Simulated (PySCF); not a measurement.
NMR data sheet: C5H6FNSi

* Formula: C5H6FNSi
* SMILES: C=C(/C=C/C#N)[SiH2]F
* Point group of the computed structure: C1
* Degrees of unsaturation: 4
* Carbon signals: 5
* Proton signals: 5

Mapped SMILES: `[CH2:1]=[C:2](/[CH:3]=[CH:4]/[C:5]#[N:6])[SiH2:7][F:8]`; H(Xn) means a hydrogen on atom n. Ha(C1) is cis to C3; Hb(C1) is trans to C3.

Computed data (PySCF 2.14): geometry: GFN2-xTB, NMR shieldings at PBE0/pcSseg-1/GIAO. Relativity neglected, averaged over atoms made equivalent by symmetry, fast rotation or ring inversion, a single conformation, in vacuum.

Chemical shifts δ = σref − σ; TMS for 1H and 13C and 29Si; 19F against CFCl3; 15N against NH3, all at this level.

| carbon | δC, type | δH (multiplicity) | HMBC from (2–3 bonds) | span of the C tensor (ppm) |
| --- | --- | --- | --- | --- |
| C1 | 148.0, CH2 | Ha(C1) 6.48 (m); Hb(C1) 6.22 (m) | H(C3), H(Si7) | 226 |
| C2 | 150.8, C | – | H(C3), Ha(C1), Hb(C1), H(C4), H(Si7) | 238 |
| C3 | 162.0, CH | 7.28 (m) | Ha(C1), Hb(C1), H(C4), H(Si7) | 227 |
| C4 | 109.1, CH | 5.71 (d) | H(C3) | 179 |
| C5 | 123.1, C | – | H(C3), H(C4) | 345 |

Other nuclei:
```csv
atoms,nucleus,environment,δ (ppm),σ (ppm)
H(Si7),1H,"hydrogen on a silicon bonded to C, F",5.39,26.32
F8,19F,fluorine bonded to Si,-221.1,392.1
Si7,29Si,"silicon bonded to C, F, 2 H",-1.4,350.6
N6,15N,nitrile nitrogen,325.7,-58.0
```

- Carbon types of the structure: 2 × C, 2 × CH, 1 × CH2, leaving 2 H on heteroatoms.
- δC 162.0, 109.1: alkene CH; the olefinic region.
- δC 150.8: fully substituted alkene carbon; the olefinic region.
- δC 148.0: terminal =CH2 carbon; as expected for a trigonal carbon in a double bond.
- δC 123.1: nitrile carbon; C≡N carbons fall here, among the sp2 signals but without a proton.
- δH 7.28, 5.71: hydrogen on an alkene CH; attached to an sp2 carbon and in the plane of the double bond.

Splittings by 19F in the carbon and heteronuclear signals aren't shown, as no couplings were computed. Shifts are as computed. Against solution values, carbons near 30 ppm lie about +3 ppm off and those near 130 ppm about +5 ppm. Of 1211 compounds with measured shifts, 218 miss one by over three times the rms of a fit or turn the order of signals round; such compounds aren't used in these exercises. Unscaled 19F shifts against computed CFCl3 carry errors that often reach 10 to 50 ppm. Experimental scales use liquid or dissolved standards, which lie at an offset from isolated NH3 (liquid NH3: subtract about 20 ppm). Unscaled 15N shifts of sp2 nitrogen come out 20 to 40 ppm too high even then. Multiplicities follow the n + 1 count of equivalent neighbours, as no J values were calculated; m marks all less simple cases, F and P coupling included.
